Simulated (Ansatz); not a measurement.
A search over several starts for the lowest SCF solution of Si₁₇H₂₅, a doped nanocrystal cut from the lattice of silicon (interstitial H) at the given spin, in a small basis.

```yaml
crystal:
  periodic: [false, false, false]
  atoms:
    - {symbol: Si, position_ang: [-1.822574, -2.792314, 2.915067]}
    - {symbol: Si, position_ang: [1.287573, -2.980741, -0.086811]}
    - {symbol: Si, position_ang: [-1.673828, 2.515337, -2.652011]}
    - {symbol: Si, position_ang: [1.111491, -0.211703, -2.704321]}
    - {symbol: Si, position_ang: [-1.435879, -0.149659, -0.046549]}
    - {symbol: Si, position_ang: [1.143828, -0.277751, 2.791844]}
    - {symbol: Si, position_ang: [1.103975, 2.550038, 0.094525]}
    - {symbol: Si, position_ang: [3.820806, -0.171176, 0.066327]}
    - {symbol: Si, position_ang: [-2.930657, -1.428203, 1.345799]}
    - {symbol: Si, position_ang: [-3.001972, 1.116960, -1.303206]}
    - {symbol: Si, position_ang: [-0.178470, -1.659546, -1.367411]}
    - {symbol: Si, position_ang: [-0.278527, -1.538907, 4.177772]}
    - {symbol: Si, position_ang: [2.494188, -1.599990, 1.389070]}
    - {symbol: Si, position_ang: [-0.294751, 1.161381, -4.010094]}
    - {symbol: Si, position_ang: [-0.319134, 3.859858, -1.258451]}
    - {symbol: Si, position_ang: [2.423537, 1.157097, -1.288418]}
    - {symbol: Si, position_ang: [-0.185121, 1.159962, 1.489341]}
    - {symbol: H, position_ang: [-2.835742, -3.417132, 3.844537]}
    - {symbol: H, position_ang: [-1.108741, -3.903390, 2.192453]}
    - {symbol: H, position_ang: [2.277507, -3.615387, -1.034985]}
    - {symbol: H, position_ang: [0.563406, -4.081765, 0.643504]}
    - {symbol: H, position_ang: [-2.508053, 3.416733, -3.538307]}
    - {symbol: H, position_ang: [2.046765, -0.990220, -3.607842]}
    - {symbol: H, position_ang: [2.063005, 0.560793, 3.651681]}
    - {symbol: H, position_ang: [2.024766, 3.445444, 0.898308]}
    - {symbol: H, position_ang: [4.743951, -1.000184, -0.793426]}
    - {symbol: H, position_ang: [4.661709, 0.711893, 0.955649]}
    - {symbol: H, position_ang: [-3.820564, -2.249940, 0.444538]}
    - {symbol: H, position_ang: [-3.793353, -0.425007, 2.072195]}
    - {symbol: H, position_ang: [-3.877231, 0.187234, -2.107283]}
    - {symbol: H, position_ang: [-3.884211, 1.889644, -0.352882]}
    - {symbol: H, position_ang: [-1.121024, -2.512642, -2.184938]}
    - {symbol: H, position_ang: [0.517254, -2.451364, 5.078062]}
    - {symbol: H, position_ang: [-1.057427, -0.583240, 5.048494]}
    - {symbol: H, position_ang: [3.383519, -2.462545, 2.255383]}
    - {symbol: H, position_ang: [-1.150632, 0.306890, -4.913841]}
    - {symbol: H, position_ang: [0.555635, 2.049915, -4.886276]}
    - {symbol: H, position_ang: [0.523404, 4.764700, -2.126034]}
    - {symbol: H, position_ang: [-1.190669, 4.736112, -0.391238]}
    - {symbol: H, position_ang: [3.282552, 2.042748, -2.164243]}
    - {symbol: H, position_ang: [-1.150017, 1.925586, 2.366874]}
    - {symbol: H, position_ang: [-0.335695, 0.925779, -1.056055]}
basis:
  gaussian: {orbitals: def2-SVP, fitting: {mean_field: def2-universal-jkfit}, initial_orbitals: start.molden}
magnetization: {spin_polarized: true, initial_magnetization: 1}
hamiltonian: {xc: pbe, dispersion: d4}
output: {orbitals: {seedname: orbitals}}
```

The file start.molden holds the orbitals of an earlier run on this structure, at another level or in another basis.

```sh
$ ansatz run in.yaml --threads 2 --pin off --events-out ev --progress --plain --max-ram 32768MiB --backend cuda --devices 0, --max-vram 18GiB
```

It prints (some lines left out):

```
Functional definition: PBE
2626 factors; integrals over basis functions are off by at most 3.3e-1 eV
mean field evaluation 1: about -134217.2490 eV, gradient 4.4e-2 eV
mean field evaluation 2: about -134217.2344 eV, gradient 1.3e-3 eV
mean field evaluation 4: about -134217.2344 eV, gradient 1.1e-5 eV
mean field evaluation 8: about -134217.2329 eV, gradient 1.4e0 eV
mean field evaluation 16: about -134217.2344 eV, gradient 4.5e-3 eV
mean field -134217.23440768 eV, -4932.3923887732 hartree, gradient 1.1e-5 eV, S^2 0.753795; 2 other end points of the search recorded, 0 dependent functions left out
reference -134217.23448609 eV, -4932.3923916549 hartree; 132, 131 occupied and 299, 300 virtual orbitals, 2626 factors
Total energy: -134220.09279509 eV, -4932.4974325731 hartree
```

Run time 7 s (2 threads of AMD EPYC 7R13 on a shared host and a share (18 GiB) of an NVIDIA H100 80GB HBM3), peak host memory 1 GiB.

Single mean-field runs in def2-SVP are fitted with def2-universal-jkfit.
